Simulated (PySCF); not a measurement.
# Reading the logs of faulty runs: AlBCH6N

Calculated results; nothing here was measured. They come from PySCF 2.14.0, an open-source quantum chemistry program, on an isolated molecule that a program drew, which may never have been made. The molecule is AlBCH6N (charge 0, doublet), drawn as the SMILES string `CN[B][AlH2]`.

Each row is a Hartree-Fock (HF) and frozen-core CCSD(T) single point in the cc-pV(D+d)Z basis, meant for a local HF minimum. Run 1 is clean. Each other run has one planted mistake out of seven kinds, and not every kind appears here: one electron removed, one electron added, multiplicity raised by two, geometry at a saddle point, minimal basis STO-3G, one bond length entered in bohr, all coordinates scaled. The reference is restricted for singlets and unrestricted otherwise, and also for a bond in bohr. Adding or removing an electron swaps singlet and doublet. Electrons count all cores. HOMO and LUMO are orbital energies over both spins, the gradient is its largest component, and the lowest frequency (negative if imaginary) is given only where the gradient is small. Bond lengths are over the 9 bonds as drawn. T1 is the CCSD diagnostic: over 0.02 (restricted) or 0.045 (unrestricted) a single reference is doubtful.

Geometry of the clean run:
```xyz
10
AlBCH6N, angstrom
C    -2.4539   -2.0709   -0.4263
N    -1.1009   -2.5392   -0.6849
B     0.0606   -1.8324   -0.5568
Al    1.7996   -0.7927   -0.3726
H    -2.4189   -1.0334   -0.1023
H    -3.0660   -2.1337   -1.3281
H    -2.9278   -2.6650    0.3574
H    -1.0533   -3.4936   -0.9902
H     2.5763   -0.8042    1.0078
H     2.3592    0.0215   -1.6106
```

```
run,electrons,basis functions,<S^2>,HOMO (eV),LUMO (eV),gradient (hartree/bohr),lowest frequency (cm^-1),mean bond (Å),longest bond (Å),T1,HF (hartree),CCSD(T) (hartree),mistake
1,37,95,0.760,-7.04,1.37,3.1e-05,101,1.3663,2.035,0.0154,-362.38880,-362.89950,no fault
2,37,95,3.790,-5.50,-0.32,1.5e-01,-,1.3663,2.035,0.0191,-362.21097,-362.68835,multiplicity raised by two
3,36,95,0.000,-16.02,-5.26,8.0e-02,-,1.3663,2.035,0.0144,-362.16515,-362.66171,one electron removed
4,37,95,0.761,-7.02,1.30,2.6e-02,-,1.4073,2.096,0.0166,-362.38101,-362.89700,all coordinates scaled
5,37,30,0.770,-4.21,8.13,4.0e-02,-,1.3663,2.035,0.0188,-357.95300,-358.16913,minimal basis STO-3G
6,38,95,0.000,0.09,7.70,3.6e-02,-,1.3663,2.035,0.0161,-362.35346,-362.90419,?
```

**Which mistake was planted in run 6, and what did it cost?**

It counts 38 electrons, one more than the clean run, at the same geometry and basis. So the mistake is: one electron added. Subtracting run 1 and multiplying by 627.51 kcal/mol a hartree, the energy moved by 22.2 kcal/mol in HF and -2.9 kcal/mol in CCSD(T).

Cautions from the logs. Run 6: the HOMO is above zero, so the electron isn't bound and the energy depends on the basis.
